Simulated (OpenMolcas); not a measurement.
## Pd4+ in a point-charge field

Pd4+ among 5 point charges of -2 e arranged as a trigonal bipyramid (D3h), 2.05 Å from the ion, with the axial distance 1.824 Å.
```
   2.0500    0.0000    0.0000  -2.00
  -1.0250    1.7754    0.0000  -2.00
  -1.0250   -1.7754    0.0000  -2.00
   0.0000    0.0000    1.8245  -2.00
   0.0000    0.0000   -1.8245  -2.00
```

| Property | Result |
| --- | --- |
| Program | OpenMolcas |
| Method | SS-CASPT2, IPEA 0.25 Eh, imaginary shift 0.1 Eh (closed shells correlated: 4s 4p) |
| Basis | ANO-RCC-VTZP [7s6p4d2f1g] |
| Scalar Hamiltonian | DKH2, point nucleus |
| Active space | 6 electrons in 5 orbitals (4d) |
| State averaging | 2S+1 = 5 even, 5 roots; 2S+1 = 3 even, 45 roots; 2S+1 = 1 even, 50 roots |
| Spin-orbit coupling | state interaction with AMFI integrals over the reference wave functions |

The lowest spin-free states (labels of D3, the rotations of D3h), above the lowest:

| State | Degeneracy | E (cm-1) | Free-ion L (%) |
| --- | --- | --- | --- |
| 5E | 2 | 0 | D (100) |
| 5E | 2 | 3880 | D (100) |
| 5A1 | 1 | 12120 | D (100) |
| 3A2 | 1 | 16180 | F (37) |
| 3A1 | 1 | 16190 | F (37) |
| 3A2 | 1 | 16970 | H (69) |
| 3E | 2 | 17620 | H (74) |
| 3E | 2 | 20620 | H (78) |
| 3A2 | 1 | 20730 | F (52) |
| 3E | 2 | 21160 | H (61) |
| 3E | 2 | 23060 | H (100) |
| 3E | 2 | 23100 | G (24) |
| 3E | 2 | 24510 | F (66) |
| 3A2 | 1 | 24530 | P (54) |
| 3E | 2 | 24560 | F (66) |
| 3A1 | 1 | 25450 | G (70) |
| 1A1 | 1 | 25970 | G (50) |
| 3E | 2 | 26450 | G (77) |
| 1E | 2 | 26570 | I (45) |
| 3A1 | 1 | 26790 | G (65) |

The lowest levels with spin-orbit coupling:

```csv
E (cm-1),Degeneracy,Label,2S+1,g
0,2,E,5,0.00 0.00 11.95
790,1,A1,5,
790,1,A2,5,
1580,2,E,5,0.00 0.00 4.17
2380,2,E,5,0.00 0.00 0.23
3160,1,A1,5,
3300,1,A2,5,
5170,2,,5,0.00 0.00 9.86
5450,2,E,5,0.00 0.00 5.84
5670,2,E,5,0.00 0.00 2.42
5760,1,A1,5,
6450,2,E,5,0.00 0.00 5.31
6470,1,A2,5,
14000,2,E,5,0.00 0.00 7.89
14110,1,A1,5,
14110,2,E,5,0.00 0.00 3.95
15760,2,E,3,0.00 0.00 9.88
17250,1,A1,3,
17620,2,E,3,0.00 0.00 2.89
18160,1,A1,3,
```

Powder χT (cm3 K/mol): 4.47 at 2 K, 4.48 at 10 K, 4.57 at 50 K, 4.67 at 100 K, 4.87 at 200 K, 5.03 at 300 K. The effective moment at 300 K is 2.828 √(χT) = 6.34 μB.

The lowest level has 2S+1 = 5, for which the spin-only value is χT = S(S+1) / 2 = 3.000 cm3 K/mol (g = 2). The computed 5.026 at 300 K differs by +2.026, through orbital momentum, spin-orbit coupling and any other state in reach.

Roots that are degenerate in the reference are averaged as groups; the widest CASPT2 spread within a group is 210 cm-1 (the 2-fold group of multiplicity 1 near 72500 cm-1 above the lowest state of its run). Shifts and gaps below about the spread of the groups concerned are not significant. An orbital doublet at a regular site is open to a Jahn-Teller distortion, which this geometry leaves out. Point charges give a weaker field than real ligands, and real ions of this kind are as a rule low spin; the high spin found here belongs to the model. Free-ion shares, where given, are those of the reference states; single-state CASPT2 does not remix them. Point charges carry no covalency, so the field is a model and not that of real ligands. No measured value stands beside these numbers.

With an even number of electrons the g values are those of a degenerate or nearly degenerate non-Kramers pair.
